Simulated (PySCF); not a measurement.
Output of ΔSCF core-hole calculations on `CC[CH2][Zn][CH3]` (ZnMe(nPr)).

Method used: PySCF 2.14.0, delta-SCF UKS SCAN, pcX-2 on the ionised atom (unc-x2c-TZVPall on a metal), pcseg-1 elsewhere, spin-free X2C. Atoms in this output count from 0. The cycles run on a coarse integration grid; for E(ground) and E(ion) the exchange–correlation energy is redone on a finer one, so they differ from the last cycle, and only they enter the binding energy.

Coordinates (Å, PBE0-D3(BJ)/def2-SVP):
```
Zn     0.434673     0.472988     1.493948
C      0.452494     0.469007     3.442234
H      0.618679    -0.545272     3.841057
H     -0.504476     0.830529     3.853014
H      1.248370     1.117419     3.844056
C      0.412351     0.467410    -0.463099
C     -0.511609    -0.570032    -1.103689
C     -0.499539    -0.537407    -2.626438
H      1.446254     0.318888    -0.827827
H      0.128371     1.478957    -0.810715
H     -1.548625    -0.422322    -0.751632
H     -0.234404    -1.585127    -0.766420
H      0.513186    -0.727768    -3.016549
H     -1.173698    -1.292857    -3.061547
H     -0.814788     0.449488    -3.002394
```

```
ground state, core basis on atom 6 (C), 168 functions
  cycle   1  E = -1950.73650024  |g| = 5.81e-02
  cycle   2  E = -1950.73641373  |g| = 2.64e-02
  cycle   3  E = -1950.73639882  |g| = 2.80e-02
  cycle   4  E = -1950.73657034  |g| = 4.29e-03
  cycle   5  E = -1950.73657579  |g| = 4.55e-04
  E(ground) = -1950.92989601 Eh
hole in C 1s of atom 6
  cycle   1  E = -1939.49919057  |g| = 1.51e+00
  cycle   2  E = -1938.72779404  |g| = 1.89e+00
  cycle   3  E = -1940.01798910  |g| = 3.44e-01
  cycle   4  E = -1940.05976822  |g| = 1.33e-01
  ...
  cycle   9  E = -1940.06835887  |g| = 1.51e-03
  cycle  10  E = -1940.06836159  |g| = 6.51e-04
  cycle  11  E = -1940.06836021  |g| = 1.44e-04
  E(ion) = -1940.26089374 Eh   <S^2> = 0.7695   hole on atom = 1.000
```

What is the C 1s binding energy of atom 6?

(-1940.260894 − (-1950.929896)) Eh × 27.2114 eV/Eh = 290.32 eV, for the carbon bonded to 2 C and 2 H.

```
ground state, core basis on atom 7 (C), 168 functions
  cycle   1  E = -1950.73562437  |g| = 5.78e-02
  cycle   2  E = -1950.73557599  |g| = 2.25e-02
  cycle   3  E = -1950.73559965  |g| = 2.03e-02
  cycle   4  E = -1950.73569701  |g| = 1.94e-03
  cycle   5  E = -1950.73569852  |g| = 2.04e-04
  E(ground) = -1950.92900636 Eh
hole in C 1s of atom 7
  cycle   1  E = -1939.51021872  |g| = 1.50e+00
  cycle   2  E = -1938.83848425  |g| = 1.81e+00
  cycle   3  E = -1940.02403843  |g| = 3.33e-01
  cycle   4  E = -1940.06159206  |g| = 1.43e-01
  ...
  cycle   8  E = -1940.07089057  |g| = 1.45e-03
  cycle   9  E = -1940.07089133  |g| = 7.21e-04
  cycle  10  E = -1940.07089133  |g| = 2.28e-04
  E(ion) = -1940.26320676 Eh   <S^2> = 0.7675   hole on atom = 1.000
```

What is the C 1s binding energy of atom 7?

(-1940.263207 − (-1950.929006)) Eh × 27.2114 eV/Eh = 290.23 eV, for the carbon bonded to C and 3 H.

```
ground state, core basis on atom 5 (C), 168 functions
  cycle   1  E = -1950.73695117  |g| = 5.85e-02
  cycle   2  E = -1950.73677396  |g| = 3.33e-02
  cycle   3  E = -1950.73678869  |g| = 3.32e-02
  cycle   4  E = -1950.73704751  |g| = 3.84e-03
  cycle   5  E = -1950.73705054  |g| = 6.17e-04
  cycle   6  E = -1950.73705219  |g| = 2.34e-04
  E(ground) = -1950.93010925 Eh
hole in C 1s of atom 5
  cycle   1  E = -1939.51718779  |g| = 1.51e+00
  cycle   2  E = -1938.66994142  |g| = 1.93e+00
  cycle   3  E = -1940.03714408  |g| = 3.85e-01
  cycle   4  E = -1940.07314356  |g| = 2.39e-01
  ...
  cycle   8  E = -1940.10469628  |g| = 2.46e-03
  cycle   9  E = -1940.10470148  |g| = 1.11e-03
  cycle  10  E = -1940.10470327  |g| = 4.57e-04
  E(ion) = -1940.29714458 Eh   <S^2> = 0.7696   hole on atom = 1.000
```

What is the C 1s binding energy of atom 5?

(-1940.297145 − (-1950.930109)) Eh × 27.2114 eV/Eh = 289.34 eV, for the carbon bonded to C, Zn and 2 H.

The ground state is recomputed for each atom, because the flexible core basis sits on the ionised atom alone; energies of different blocks can't be mixed. Isolated species at its PBE0-D3(BJ)/def2-SVP geometry, gas phase. Metal 2p energies of this one-determinant scheme are less reliable than its 1s energies.

Time: 52 s of wall time; peak memory 0.63 GiB. Hardware: one thread of an Arm Neoverse V1, no GPU, shared host with 32 logical CPUs at a one-minute load of 18.
Labels such as C1 count atoms from 1, the log's own numbers from 0.
